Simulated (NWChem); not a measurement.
The numbers come from NWChem runs, not from measurements. System: CBr, charge 1, spin multiplicity 1, at the geometry of a parent with another charge or spin, in a state set for the comparison that need not be this species' ground state. Level: RHF/def2-TZVPD.

Input file:

```
start mol
memory heap 200 mb stack 900 mb global 1100 mb
charge 1
geometry units angstroms nocenter noautoz
  C      0.000000     0.000000     1.550582
  Br     0.000000     0.000000    -0.265814
  symmetry group C2v
end
basis spherical
  * library def2-tzvpd
end
scf
  rhf
  nopen 0
  maxiter 100
  thresh 1e-7
  semidirect memsize 60000000 filesize 0
end
task scf energy
```

NWChem printed:

```
             Northwest Computational Chemistry Package (NWChem) 7.3.0
             --------------------------------------------------------

                                NWChem Input Module
                                -------------------

 Scaling coordinates for geometry "geometry" by  1.889725989
 (inverse scale =  0.529177249)

 Turning off AUTOSYM since
 SYMMETRY directive was detected!

                             Geometry "geometry" -> ""
                             -------------------------

 Output coordinates in angstroms (scale by  1.889725989 to convert to a.u.)

  No.       Tag          Charge          X              Y              Z
 ---- ---------------- ---------- -------------- -------------- --------------
    1 C                    6.0000     0.00000000     0.00000000     1.55058200
    2 Br                  35.0000     0.00000000     0.00000000    -0.26581400

 Effective nuclear repulsion energy (a.u.)      61.1800633177

            Nuclear Dipole moment (a.u.)
            ----------------------------
        X                 Y               Z
 ---------------- ---------------- ----------------
     0.0000000000     0.0000000000     0.0000037795

      Symmetry information
      --------------------

 Group name             C2v
 Group number             16
 Group order               4
 No. of unique centers     2

      Symmetry unique atoms

     1    2


 Summary of "ao basis" -> "" (spherical)
 ------------------------------------------------------------------------------
       Tag                 Description            Shells   Functions and Types
 ---------------- ------------------------------  ------  ---------------------
 *                         def2-tzvpd                 on all atoms

 Summary of "ao basis" -> "ao basis" (spherical)
 ------------------------------------------------------------------------------
       Tag                 Description            Shells   Functions and Types
 ---------------- ------------------------------  ------  ---------------------
 C                         def2-tzvpd               13       37   6s3p3d1f
[...]
    54      0.537457  2 Br px                48     -0.337367  2 Br px
    51      0.299657  2 Br px                57      0.198294  2 Br px

 Vector   20  Occ=2.000000D+00  E=-7.632470D-01  Symmetry=b2
              MO Center=  1.1D-28, -6.4D-16,  3.4D-02, r^2= 1.6D+00
   Bfn.  Coefficient  Atom+Function         Bfn.  Coefficient  Atom+Function
  ----- ------------  ---------------      ----- ------------  ---------------
    55      0.537457  2 Br py                49     -0.337367  2 Br py
    52      0.299657  2 Br py                58      0.198294  2 Br py

 Vector   21  Occ=0.000000D+00  E=-2.757877D-01  Symmetry=b1
              MO Center=  2.4D-16,  5.6D-30,  1.1D+00, r^2= 2.1D+00
   Bfn.  Coefficient  Atom+Function         Bfn.  Coefficient  Atom+Function
  ----- ------------  ---------------      ----- ------------  ---------------
    10      0.410323  1 C  px                 7      0.383413  1 C  px
    13      0.332496  1 C  px                54     -0.256324  2 Br px
    57     -0.227575  2 Br px                48      0.151666  2 Br px

 Vector   22  Occ=0.000000D+00  E=-2.757877D-01  Symmetry=b2
              MO Center=  1.2D-28,  3.7D-15,  1.1D+00, r^2= 2.1D+00
   Bfn.  Coefficient  Atom+Function         Bfn.  Coefficient  Atom+Function
  ----- ------------  ---------------      ----- ------------  ---------------
    11      0.410323  1 C  py                 8      0.383413  1 C  py
    14      0.332496  1 C  py                55     -0.256324  2 Br py
    58     -0.227575  2 Br py                49      0.151666  2 Br py

 Vector   23  Occ=0.000000D+00  E=-1.337305D-01  Symmetry=a1
              MO Center=  1.0D-14, -3.9D-15, -2.6D-03, r^2= 5.2D+00
   Bfn.  Coefficient  Atom+Function         Bfn.  Coefficient  Atom+Function
  ----- ------------  ---------------      ----- ------------  ---------------
    59      0.432478  2 Br pz                62      0.371061  2 Br pz
     5     -0.347007  1 C  s                  4     -0.311949  1 C  s
    56      0.308539  2 Br pz                12      0.300633  1 C  pz
    43      0.295594  2 Br s                  9      0.259918  1 C  pz
     6      0.242162  1 C  s                 15      0.208006  1 C  pz

 center of mass
 --------------
 x =   0.00000000 y =   0.00000000 z =  -0.05419272

 moments of inertia (a.u.)
 ------------------
         122.925778604489           0.000000000000           0.000000000000
           0.000000000000         122.925778604489           0.000000000000
           0.000000000000           0.000000000000           0.000000000000

  Mulliken analysis of the total density
  --------------------------------------

    Atom       Charge   Shell Charges
 -----------   ------   -------------------------------------------------------
    1 C    6     5.44   0.87  1.11  0.76  1.01  0.12 -0.02  0.63  0.80  0.08  0.01  0.08 -0.01  0.00
    2 Br  35    34.56   2.00  2.00  1.16  0.77  1.05  1.01  0.06  6.00  5.94  1.20  2.62  0.69 -0.01  8.99  1.02  0.00  0.05 -0.00  0.01

       Multipole analysis of the density wrt the origin
       ------------------------------------------------

     L   x y z        total         open         nuclear
     -   - - -        -----         ----         -------
     0   0 0 0      1.000000      0.000000     41.000000

     1   1 0 0     -0.000000      0.000000      0.000000
     1   0 1 0      0.000000      0.000000      0.000000
     1   0 0 1      0.667592      0.000000      0.000004

     2   2 0 0    -15.310341      0.000000      0.000000
     2   1 1 0      0.000000      0.000000      0.000000
     2   1 0 1     -0.000000      0.000000      0.000000
     2   0 2 0    -15.310341      0.000000      0.000000
     2   0 1 1      0.000000      0.000000      0.000000
     2   0 0 2    -11.265955      0.000000     60.346791

 Task  times  cpu:        2.5s     wall:        2.5s

 Total times  cpu:        2.5s     wall:        2.5s
```
